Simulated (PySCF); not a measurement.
## Computed structure and properties of NdBr2

System: NdBr2 (singlet in the valence; each metal's 4f electrons, 4 of them, lie in its core potential, out of spins and levels); start: template (C2v). Method: PySCF 2.14.0, RKS PBE0, Nd lcecp-0-SVP with ECP50, Br def2-SVP; non-relativistic Hamiltonian with scalar-relativistic core potentials where named; density fitting; no spin-orbit coupling.

Input of the relaxation:

```python
mol = gto.M(atom='''
Nd     0.00000     0.00000    -0.64063
Br     2.71850    -0.00000     0.57597
Br    -2.71850     0.00000     0.57597''',
    basis={'Nd': 'lcecp-0-SVP', 'Br': 'def2-SVP'},
    ecp={'Nd': 'lcecp-0-SVP'},
    charge=0, spin=0)
mf = dft.RKS(mol, xc='PBE0')
mf.grids.atom_grid = (50, 194)  # f atoms: unpruned, at least (60, 302)
mf = mf.density_fit()  # fitting sets: Nd AutoAux, Br def2-universal-JKFIT
mf.conv_tol = 1e-08; mf.max_cycle = 55
mf.kernel(dm0)  # dm0: converged density of the start geometry
# quasi-Newton relaxation in Cartesian coordinates to a largest gradient under 0.00045 Eh/bohr, steps kept in the point group
```

Run from Python with OMP_NUM_THREADS=2; the lines above give its settings. Where DIIS fails, smearing, a level shift and second-order steps follow.
It took 30 s on 2 threads of Arm Neoverse V1 (shared host), from the converged density of the start.

Course of the relaxation:

| step | energy above end (eV) | largest force component within the symmetry (eV/Å) |
| --- | --- | --- |
| 0 | 0.1748 | 0.896 |
| 1 | 0.0610 | 0.551 |
| 2 | 0.0039 | 0.144 |
| 3 | 0.0012 | 0.032 |
| 4 | 0.0009 | 0.020 |
| 5 | 0.0001 | 0.014 |
| 6 | 0.0000 | 0.004 |

Relaxed geometry (C2v):

```xyz
3

Nd    0.0000    0.0000   -0.4700
Br    2.6573    0.0000    0.4907
Br   -2.6573    0.0000    0.4907
```

```
     contact      Å
Nd1–Br2 (Br)  2.826
Nd1–Br3 (Br)  2.826
```

On the finer grid (75, 302):

```
HOMO                                                          : not given (4f levels lie in the core)
LUMO                                                          : not given (4f levels lie in the core)
Dipole about the centre of mass                               : 5.53 D
Set of Mulliken populations of Nd1 outside the core potential : s 2.17, p 6.17, d 0.76, f 0.02
D3(BJ) dispersion energy (not in the energies)                : -0.070 eV
```

| atom | Mulliken (e) | Löwdin (e) | spin (e) |
| --- | --- | --- | --- |
| Nd1 | 0.88 | 0.44 | 0.00 |
| Br2 | -0.44 | -0.22 | 0.00 |
| Br3 | -0.44 | -0.22 | 0.00 |

The 4f levels lie in the core potential and are missing. Their spin isn't counted.

On the grid (50, 194), as all that follows. Harmonic modes: a minimum within the noise of the softest modes; lowest 31 cm⁻¹ (negative: unstable), highest 216 cm⁻¹, zero-point energy 0.026 eV.

Taking off one Br (charge -1, singlet; the rest: singlet) in vacuum, both parts rigid, costs 7.12 eV; the small basis without counterpoise inflates it. Most of it is the attraction of opposite charges; other ways to part are cheaper, and one spin state was tried for the rest.

Rigid scan of Br along the line from its metal:

distance to Br2 (Å), energy (eV) and a bar:
```
     2.53      0.476 ######
     2.63      0.187 ##
     2.73      0.042 #
     2.83      0.000 
     2.93      0.032 
     3.03      0.117 ##
     3.23      0.381 #####
     3.53      0.880 ############
     3.93      1.556 ####################
     4.43      2.295 ##############################
```

One start shape was tried, so this needn't be the lowest isomer.

An lcecp potential fixes the number of 4f electrons, so in runs with it no electron can move into or out of that shell; real Nd(II) is rare or takes another configuration.
